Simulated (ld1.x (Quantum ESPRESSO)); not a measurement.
## technetium, PAW: configuration errors across variants

ld1.x (Quantum ESPRESSO) 7.5 input, shortened:

```
&input
   title='Tc', zed=43., rel=1, dft='PW91', iswitch=3,
   config='[Kr] 4d5 5s0.5 5p0'
 /
 &inputp
   pseudotype=3, lpaw=.true., tm=.true., lloc=-2, rcloc=1.45,
   nlcc=.false.,
   which_augfun='BESSEL', rmatch_augfun=1.15
 /
6
4S  1  0   2.00   0.00  1.80  2.05  0.0
5S  2  0   0.50   0.00  1.80  2.05  0.0
4P  2  1   6.00   0.00  1.60  1.80  0.0
5P  3  1   0.00   0.00  1.60  1.80  0.0
4D  3  2   5.00   0.00  1.60  2.00  0.0
4D  3  2   0.00  -0.75  1.60  2.00  0.0
 &test
   configts(1)='4s2 4p6 4d5 5s0.5 5p0'
 /
```

All-electron excitation energies from the reference (eV): (1) 4s2 4p6 4d5 5s2 5p0 -14.797; (2) 4s2 4p6 4d5 5s1 5p0 -6.580; (3) 4s2 4p6 4d5 5s0 5p0 8.337; (4) 4s2 4p6 4d5 5s0 5p2 -7.032; (5) 4s2 4p6 4d5 5s1.5 5p0 -11.484; (6) 4s2 4p6 4d4 5s0 5p0 37.111; (7) 4s2 4p6 4d6 5s1 5p0 -15.730.

The default core radius of the base comes out at 0.70 bohr.

The overlap operator is not positive definite (basis up to 400 Ry) in “base”, “wave 4d channel at -0.75 Ry: rcut 1.60, rcutus 2.00 bohr becomes 4d channel at -0.53 Ry: rcut 1.60, rcutus 2.00 bohr”, “waves 4d (bound): rcut 1.30, rcutus 1.38 bohr; 4d channel at -0.75 Ry: rcut 1.30, rcutus 1.38 bohr”, “local potential all-electron potential smoothed inside 1.50 bohr (lloc = -1)”, “core correction a·sin(br)/r model core inside 1.76 bohr”. Such files are unfit for use, however small their errors in these radial tests.

2 further variants failed, have other tests or another functional or relativity, and are left out.

Errors AE − PS in meV (a dash: test not solved or not reliable):

```csv
change,(1),(2),(3),(4),(5),(6),(7),bound ghosts
base,+3.4,+1.2,-0.8,+3.6,+2.4,-3.7,+1.2,not determined (overlap not positive)
"wave 4d channel at -0.75 Ry: rcut 1.60, rcutus 2.00 bohr becomes 4d channel at -0.53 Ry: rcut 1.60, rcutus 2.00 bohr",+3.4,+1.2,-0.8,+3.6,+2.4,-3.2,+1.3,not determined (overlap not positive)
"waves 4d (bound): rcut 1.30, rcutus 1.38 bohr; 4d channel at -0.75 Ry: rcut 1.30, rcutus 1.38 bohr",+2.5,+1.0,-1.1,+3.0,+1.9,-0.3,+1.7,not determined (overlap not positive)
local potential all-electron potential smoothed inside 1.50 bohr (lloc = -1),+2.4,+1.0,-1.2,+1.6,+1.8,-2.6,+0.2,not determined (overlap not positive)
core correction a·sin(br)/r model core inside 1.76 bohr,+3.4,+1.2,-0.8,+3.6,+2.4,-3.7,+1.2,not determined (overlap not positive)
```

**Question.** Give the same row for: type TM; waves now 4s (bound): rc 2.05 bohr; 4p (bound): rc 1.80 bohr; 4d (bound): rc 2.00 bohr; local potential the d channel; core correction none.

**Answer.** +1817, +789, -1022, -695, +1383, -1483, +504; bound ghosts: none.
